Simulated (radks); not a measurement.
Values are calculated unless marked as measured or tabulated.
Q: Code: a radial shooting solver on a logarithmic mesh with Libxc functionals. Model: scalar-relativistic Kohn-Sham, LB94 model potential, spin-polarised, spherical densities, finite nucleus; open shells are filled with parallel spins first; Fermi nuclear charge, rms radius of each element as measured or else 0.836 A^(1/3) + 0.57 fm. Response by self-consistent Sternheimer equations with the Hartree and adiabatic LDA kernel, the relativistic mass of each level held fixed and spin-orbit coupling left out. Rank Si3+, Al2+, S5+, Cl6+, P4+, Mg+, K8+, Ar7+ (NIST ground configurations) by static dipole polarisability, largest first.

A: Mg+ 27.13, Al2+ 11.70, Si3+ 6.276, P4+ 3.804, S5+ 2.494, Cl6+ 1.729, Ar7+ 1.250, K8+ 0.9328 bohr^3.
